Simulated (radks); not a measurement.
The numbers below are computed, except where a source is named.
How relativity changes the ionisation of neutral calcium ([Ar] 4s2) to Ca+ ([Ar] 4s1). Spin-unpolarised spherical Kohn-Sham, PBE, point nucleus unless stated (finite: rms radius 3.4776 fm), a radial shooting solver on a logarithmic mesh with Libxc functionals. A level marked "c x" has the speed of light scaled by that factor.

level                        E(Ca) (hartree)  E(Ca+) (hartree)  IE (eV)   HOMO  <r> HOMO (bohr)
non-rel.                          -677.34882        -677.11779    6.286     4s            4.036
scalar-rel.                       -680.32517        -680.09330    6.309     4s            4.020
scalar-rel., finite nucleus       -680.32405        -680.09218    6.309     4s            4.020
Dirac                             -680.32968        -680.09782    6.309  4s1/2            4.020
Dirac, finite nucleus             -680.32856        -680.09670    6.309  4s1/2            4.020
Dirac, c x 0.75                   -682.69193        -682.45940    6.328  4s1/2            4.008
Dirac, c x 1.5                    -678.66597        -678.43457    6.297  4s1/2            4.029
Dirac, c x 10                     -677.37832        -677.14729    6.287  4s1/2            4.035

NIST Atomic Spectra Database: 6.113 eV (measured). The relativistic part of the total energy of Ca is -2.98 hartree (Dirac, finite nucleus), 0.44 % of the non-relativistic value. Spin polarisation and multiplet splitting of open shells are left out at every level.

Beside tabulated values, note that spin-unpolarised runs miss the spin-polarisation part of the exchange energy of open shells.
